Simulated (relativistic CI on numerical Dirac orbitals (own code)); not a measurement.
## Dy⁴⁺ (4f8) in a crystal field

Calculated by Dirac-Coulomb-Breit CI, orbitals from a KLI potential per configuration, QED by a radiative potential, one configuration in a parametric crystal field, unscaled Slater integrals (own radial code). With so little scaling, terms lie 10 to 35 % too far apart, which can change the order of excited levels.

Field parameters in Wybourne normalisation. The field is a parameter set, without covalency.

S is read from ⟨S²⟩ = S(S + 1).

Powder χT (cm³ K mol⁻¹) by Van Vleck's formula, with temperature-independent terms:

```csv
Field,2 K,5 K,10 K,20 K,50 K,100 K,200 K,300 K
"D3d, B20 = 2100, B40 = -60, B43 = -60, B60 = 470, B63 = -390, B66 = -30 cm⁻¹",10.1,10.1,10.1,10.2,10.4,10.8,11.2,11.5
"D4h, B20 = 2420, B40 = 1560, B44 = -930, B60 = 590, B64 = 710 cm⁻¹",10,10.1,10.1,10.3,10.7,11.1,11.4,11.5
```

Q: For D4h, B20 = 2420, B40 = 1560, B44 = -930, B60 = 590, B64 = 710 cm⁻¹: what effective moment follows at 300 K?

A: μ_eff = √(8χT) = 9.59 μB. The LS value g√(J(J + 1)) of the free ion's 7F_6 level is 9.72 μB.
